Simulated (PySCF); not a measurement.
Nuclear quadrupole coupling in `Cc1coc(CC[SiH3])n1`

Compound: C6H11NOSi.
Geometry (GFN2-xTB, Å), atoms numbered from 1 in this order:
```
atom  x, y, z in Å
C1    -3.4672   -0.3672   -0.2028
C2    -2.0294   -0.1256   -0.4875
C3    -1.2150   -0.6652   -1.4346
O4     0.0178   -0.1182   -1.2962
C5    -0.0970    0.7336   -0.2613
C6     1.1001    1.4744    0.1992
C7     2.0478    0.5445    0.9646
Si8    2.6039   -0.9806   -0.0371
N9    -1.2865    0.7651    0.2467
H10   -3.6531   -1.4281   -0.0480
H11   -3.7479    0.1826    0.6904
H12   -4.0828   -0.0292   -1.0349
H13   -1.3637   -1.3857   -2.2112
H14    0.7666    2.2967    0.8345
H15    1.6167    1.8829   -0.6722
H16    2.9195    1.1256    1.2699
H17    1.5536    0.2199    1.8818
H18    1.5815   -2.0268   -0.0164
H19    2.9200   -0.5849   -1.4086
H20    3.8101   -1.5030    0.6110
```

Field gradients from the PBE0/pcSseg-1 density (PySCF, non-relativistic), principal values in atomic units, ordered |Vxx| ≤ |Vyy| ≤ |Vzz|:

```json
{"atom": "O4", "Vxx": "-0.6666", "Vyy": "-0.7154", "Vzz": "1.3820"}
{"atom": "N9", "Vxx": "0.4061", "Vyy": "0.5029", "Vzz": "-0.9090"}
```

Q: Find the asymmetry η = (Vxx − Vyy)/Vzz and the couplings χ = eQV/h (234.96 MHz × Q in barn × V in au), with Q(17O) = −0.0256 b, Q(14N) = 0.02044 b.

A: 
```tsv
atom	environment	nucleus	η	χzz (MHz)	χxx (MHz)	χyy (MHz)
O4	furan-type oxygen	17O	0.04	-8.31	4.01	4.30
N9	pyridine-type nitrogen	14N	0.11	-4.366	1.950	2.415
```

The gradient is axial or nearly so (η below 0.05) at O4. The tensor is traceless: Vxx + Vyy + Vzz = 0.

Q: What is Vzz at O4 in SI units (1 au = 9.71736 × 10²¹ V/m²)?

A: 1.3820 au = 13.429 × 10²¹ V/m².

Were the hydrogens deuterons (Q(2H) = 0.00286 b), χzz would run from 109 kHz (H20) to 233 kHz (H13).

Geometry: GFN2-xTB, one conformer, isolated molecule. GFN2-xTB frequencies show an imaginary mode (68i cm⁻¹), so this geometry is no minimum at that level. GFN2-xTB bond lengths can be off by several hundredths of an ångström, more for odd bonds, and the gradients follow them. The small basis limits the accuracy of the gradients.
